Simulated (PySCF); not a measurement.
A structure optimised at PBE-D3(BJ)/def2-SVP, used in a PySCF frequency run:

```xyz
7

Hf     0.0000     0.0000     0.1924
O      1.5352     0.8864    -0.4492
H      2.2148     1.2787    -1.0242
O      0.0000    -1.7727    -0.4492
H      0.0000    -2.5575    -1.0242
O     -1.5352     0.8864    -0.4492
H     -2.2148     1.2787    -1.0242
```
Charge +1, spin multiplicity 1.

**Question.** Write its SMILES, formula and point group.

**Answer.** [OH][Hf+]([OH])[OH], H3HfO3, C3v

**Question.** What are its rotational constants (standard atomic weights)?

**Answer.** 4.8425, 4.8425, 2.9621 GHz
